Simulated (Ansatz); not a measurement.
Consider the redistribution: `[F][Sb]([F])[Cl]` + `B[Si](O)(F)[SiH3]` → `[F][Sb]([SiH3])[Cl]` + `B[Si](O)(F)F`.

Isolated molecules relaxed with PBE0-D4/def2-TZVP in Ansatz; ΔE leaves out vibrations. CCSD(T)/CBS adds triple-zeta CCSD(T) − MP2 to the extrapolated MP2 energy (def2 sets, frozen cores). Functionals use def2-TZVPP. B3LYP here is the variant with VWN-RPA as its local correlation; programs differ in this. def2 core potentials past Kr. For Sb outer-core shells are correlated without core-valence functions, which leaves a few kJ/mol of doubt a bond. Each species was taken in one conformer, which may not be the lowest.

`[F][Sb]([F])[Cl]`:

Cartesian coordinates in Å:
```
F 1.221 -0.847 -0.765
Sb 0.262 -0.187 0.727
F 0.371 1.620 0.176
Cl -1.854 -0.586 -0.138
```

`B[Si](O)(F)[SiH3]`:

Cartesian coordinates in Å:
```
B 1.207 0.317 1.657
Si 0.332 0.659 -0.112
O -0.712 1.920 0.034
F 1.400 1.013 -1.265
Si -0.784 -1.285 -0.866
H 2.337 -0.066 1.729
H 0.570 0.382 2.665
H -1.234 2.164 -0.732
H -1.731 -1.774 0.172
H -1.562 -0.956 -2.095
H 0.177 -2.375 -1.185
```

`[F][Sb]([SiH3])[Cl]`:

Cartesian coordinates in Å:
```
F -1.919 -1.199 -0.952
Sb -0.841 0.302 -1.470
Si 0.922 -0.190 0.383
Cl -1.901 1.902 -0.115
H 0.194 -0.455 1.647
H 1.798 1.004 0.515
H 1.746 -1.365 -0.008
```

`B[Si](O)(F)F`:

```xyz
8

B     0.767   -1.053    0.760
Si   -0.397    0.383   -0.008
O    -0.094    0.533   -1.595
F    -1.923    0.005    0.252
F    -0.220    1.810    0.679
H     1.412   -0.887    1.750
H     0.817   -2.118    0.224
H    -0.362    1.326   -2.062
```

| level | ΔE (kJ/mol) |
| --- | --- |
| PBE-D4 | -95.3 |
| ωB97X-V | -109.2 |
| B3LYP | -110.9 |
| MP2/CBS(def2) | -122.6 |

(1) What does CCSD(T)/CBS give? (An estimate is asked.)

Largest T1 diagnostic among the species: 0.015.

Answers

(1) Ansatz gave: -118.1 kJ/mol. The listed levels differ from it by 22.8, 8.9, 7.2, -4.5 kJ/mol.

From PBE to PBE0 (25 % exact exchange), in def2-TZVPP and without D4, ΔE moves by −15.4 kJ/mol. In def2-TZVPP, CCSD(T) changes the Hartree–Fock value by +17.0 kJ/mol (the triples alone add +4.1 kJ/mol) and MP2 by +12.5 kJ/mol.
